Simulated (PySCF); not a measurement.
SMILES O=C[SiH2]c1ccco1, GFN2-xTB optimised geometry.

```
14

O      2.76    -2.76     0.81
C      2.08    -2.18     0.00
Si     0.15    -2.18     0.00
C     -0.34    -0.38     0.00
C      0.35     0.79     0.22
C     -0.59     1.84     0.10
C     -1.78     1.25    -0.18
O     -1.64    -0.08    -0.25
H      2.58    -1.62    -0.82
H     -0.28    -2.82    -1.25
H     -0.34    -2.89     1.18
H      1.39     0.88     0.44
H     -0.40     2.89     0.21
H     -2.76     1.65    -0.36
```

Density from CAM-B3LYP/def2-TZVP (PySCF) at that geometry.

Minimum of the electron density along straight lines between bonded atoms, close to the bond critical point (lines longer than 1.1 times the sum of covalent radii, or with two minima, are not listed):

```csv
bond,length / Å,ρ at the minimum / e bohr⁻³,∇²ρ there / e bohr⁻⁵,position (fraction from the first atom)
O1–C2,1.204,0.425,-0.01,0.67
C2–Si3,1.922,0.117,0.13,0.62
Si3–C4,1.872,0.120,0.23,0.39
C4–C5,1.373,0.332,-0.98,0.51
C5–C6,1.411,0.304,-0.86,0.50
C6–C7,1.363,0.338,-1.01,0.48
C4–O8,1.357,0.286,-0.26,0.33
C7–O8,1.337,0.303,-0.30,0.33
C2–H9,1.114,0.275,-0.96,0.65
Si3–H10,1.467,0.126,0.16,0.49
Si3–H11,1.462,0.128,0.16,0.49
C5–H12,1.071,0.292,-1.07,0.65
C6–H13,1.071,0.292,-1.07,0.65
C7–H14,1.073,0.297,-1.12,0.66
```
